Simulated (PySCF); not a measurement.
C7H13FO2.
Atom-mapped SMILES: `[CH3:1][CH2:2][C@@:3]1([O:4][C@@H:5]([CH3:6])[F:7])[CH2:8][CH2:9][O:10]1` (hydrogens: H11, H12, H13 on C1; H14, H15 on C2; H16 on C5; H17, H18, H19 on C6; H20, H21 on C8; H22, H23 on C9)

The same species was optimised twice, with GFN2-xTB and with PBE0-D3(BJ)/def2-SVP (PySCF), and the same property calculations (PySCF, gas phase) were run on both structures.

```csv
coordinate,GFN2-xTB,PBE0-D3(BJ)/def2-SVP,change
C5–C6 (Å),1.517,1.502,-0.015
C2–C3 (Å),1.528,1.514,-0.014
C5–F7 (Å),1.396,1.389,-0.007
C3–O4 (Å),1.411,1.406,-0.005
C1–C2 (Å),1.523,1.518,-0.005
C3–O10 (Å),1.429,1.424,-0.005
C3–C8 (Å),1.544,1.541,-0.003
C8–C9 (Å),1.529,1.528,-0.001
O4–C5 (Å),1.376,1.375,-0.001
C9–O10 (Å),1.433,1.432,-0.001
C2–C3–C8 (°),115.8,117.2,+1.4
C1–C2–C3 (°),111.3,112.7,+1.4
O4–C3–O10 (°),113.3,112.0,-1.3
O4–C5–C6 (°),109.6,108.9,-0.7
C2–C3–O10 (°),113.0,112.5,-0.5
C6–C5–F7 (°),108.2,108.7,+0.5
C3–O4–C5 (°),118.4,118.9,+0.5
C8–C3–O10 (°),91.1,91.5,+0.4
C1–C2–C3–O4 (°),64,62,-2
C2–C3–O4–C5 (°),-164,-165,-1
C3–O4–C5–C6 (°),160,163,+3
```

Rotational constants: A = 1758, B = 1115, C = 821.2 MHz (GFN2-xTB) against A = 1764, B = 1130, C = 828.1 MHz (PBE0-D3(BJ)/def2-SVP). Point groups within 0.08 Å: C1 and C1.

On the GFN2-xTB structure: HOMO (eV) -7.71 [PBE0/pcSseg-1]; LUMO (eV) 1.45 [PBE0/pcSseg-1]; dipole (D) 0.95 [PBE0/pcSseg-1]; GIAO shielding of C1 (ppm) 179.5 [PBE0/pcSseg-1]; GIAO shielding of C2 (ppm) 148.1 [PBE0/pcSseg-1]; GIAO shielding of C3 (ppm) 75.7 [PBE0/pcSseg-1]; GIAO shielding of O4 (ppm) 169.1 [PBE0/pcSseg-1]; GIAO shielding of C5 (ppm) 78.6 [PBE0/pcSseg-1]; GIAO shielding of C6 (ppm) 162.8 [PBE0/pcSseg-1]; GIAO shielding of F7 (ppm) 315.3 [PBE0/pcSseg-1]; GIAO shielding of C8 (ppm) 149.8 [PBE0/pcSseg-1].

Problem. What do these properties become on the PBE0-D3(BJ)/def2-SVP structure?

Solution. 
```
                                    property          level  on GFN2-xTB  on PBE0-D3(BJ)/def2-SVP  change
                                   HOMO (eV)  PBE0/pcSseg-1        -7.71                    -7.70   +0.01
                                   LUMO (eV)  PBE0/pcSseg-1         1.45                     1.43   -0.02
                                  dipole (D)  PBE0/pcSseg-1         0.95                     0.86   -0.09
energy, GFN2-xTB geometry as zero (kcal/mol)  PBE0/pcSseg-1          0.0                     -0.6    -0.6
                  GIAO shielding of C1 (ppm)  PBE0/pcSseg-1        179.5                    177.6    -1.9
                  GIAO shielding of C2 (ppm)  PBE0/pcSseg-1        148.1                    147.7    -0.4
                  GIAO shielding of C3 (ppm)  PBE0/pcSseg-1         75.7                     77.0    +1.3
                  GIAO shielding of O4 (ppm)  PBE0/pcSseg-1        169.1                    169.4    +0.3
                  GIAO shielding of C5 (ppm)  PBE0/pcSseg-1         78.6                     80.2    +1.6
                  GIAO shielding of C6 (ppm)  PBE0/pcSseg-1        162.8                    161.8    -1.0
                  GIAO shielding of F7 (ppm)  PBE0/pcSseg-1        315.3                    318.3    +3.0
                  GIAO shielding of C8 (ppm)  PBE0/pcSseg-1        149.8                    149.0    -0.8
```

The heavy atoms differ by 0.024 Å rms after alignment. Among bonds between heavy atoms C2–C3 and C5–C6 change most and about equally (-0.015 to -0.014 Å). Changes are differences of the printed values. Neither structure is proved a minimum here.

The values belong to the conformer `[CH3:1][CH2:2][C@@:3]1([O:4][C@@H:5]([CH3:6])[F:7])[CH2:8][CH2:9][O:10]1`: C1–C2–C3–O4 62°, C2–C3–O4–C5 -165°, C3–O4–C5–C6 163°.
